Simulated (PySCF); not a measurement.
The vertical singlet excitations below were computed for one of the candidates. Method: PySCF 2.14.0, density-fitted response routines, TDDFT PBE0/def2-SVPD, vertical, gas phase, core orbitals frozen in the response. Geometries: GFN2-xTB, one conformer each.

```csv
state,E (eV),f
S1,6.35,0.0017
S2,6.61,0.065
S3,6.91,0.0067
S4,7.00,0.0002
S5,7.13,0.0008
S6,7.25,0.022
```

Orbital energies (eV): HOMO-3 -10.93, HOMO-2 -8.32, HOMO-1 -7.67, HOMO -6.98, LUMO 0.45, LUMO+1 0.59, LUMO+2 1.20.

Problem. Which candidate is it? All have the formula C4H5FN2.
A. `F[C@H](C#N)/C=N\C`
B. `CC1=C(F)NN=C1`
C. `C/N=C/[C@@H](F)C#N`

Solution. B. Its S1, at 6.35 eV, is the highest among the candidates; the nearest of the others has S1 at 4.82 eV. S1 is HOMO→LUMO+1 (96%). Löwdin shares by element: HOMO carbon 47% or more, nitrogen 23% or more, fluorine 9% (atoms not listed hold the other 21%); LUMO nitrogen 44%, carbon 35% or more (atoms not listed hold the other 21%). At the same level the other candidates give, for their lowest levels:
- `C/N=C/[C@@H](F)C#N`: 4.82 eV (f 0.003); 6.61 eV (f 0.003); 7.06 eV (f 0.001); 7.26 eV (f 0.254); 7.50 eV (f 0.007); T1 3.99 eV; HOMO -8.13, LUMO -1.39 eV
- `C/N=C\[C@H](F)C#N`: 4.74 eV (f 0.002); 5.82 eV (f 0.004); 6.93 eV (f 0.013); 7.18 eV (f 0.013); 7.35 eV (f 0.005); T1 3.92 eV; HOMO -7.77, LUMO -1.09 eV
Triplets come from the Tamm–Dancoff approximation.
